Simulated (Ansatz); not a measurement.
Reactions of `[SeH][SnH2][SeH]`.

Computed with Ansatz on PBE0-D4/def2-TZVP structures; ΔE is electronic, products minus reactants. CCSD(T)/CBS is the MP2 limit (def2-TZVPP, def2-QZVPP) plus CCSD(T) − MP2 in def2-TZVPP, frozen cores. This one scheme is used for every species, atoms too. Open shells (•) are unrestricted, without spin–orbit coupling. Spin–orbit coupling would lower the free atoms: clearly for Se; strongly for Sn. def2 core potentials past Kr. Bonds to Se, Sn are less sure, by a few kJ/mol each and by 10 to 20 or more in all where they break to atoms, as the def2 sets lack core-valence functions. Scalar relativity is left out up to krypton. One conformer a species, not always the lowest.

**Question.** Order these by ΔE at CCSD(T)/CBS, lowest first. (Estimate.)
A. `[SeH][SnH2][SeH]` + H₂O → `[OH][SnH2][SeH]` + H₂Se
B. `[SeH][SnH2][SeH]` + CH₄ → `C[SeH]` + `[SeH][SnH3]`
C. `[SeH][SnH2][SeH]` + `O[SiH](O)F` → `O[Si](O)(F)[SeH]` + `[SeH][SnH3]`
D. `[SeH][SnH2][SeH]` → 4 H• + 2 Se• + Sn•
E. `[SeH][SnH2][SeH]` + `C[CH2][AlH2]` → `C[CH2][AlH][SeH]` + `[SeH][SnH3]`
F. `[SeH][SnH2][SeH]` + `FC[SiH3]` → `FC([SiH3])[SeH]` + `[SeH][SnH3]`
G. `[SeH][SnH2][SeH]` + CH₄ → `[CH3][SnH2][SeH]` + H₂Se

**Answer.** E (-52.0 kJ/mol), C (+29.7 kJ/mol), A (+61.8 kJ/mol), G (+99.8 kJ/mol), F (+119.7 kJ/mol), B (+142.6 kJ/mol), D (+1706.1 kJ/mol).

Largest T1 diagnostic: 0.012, for `[OH][SnH2][SeH]`.
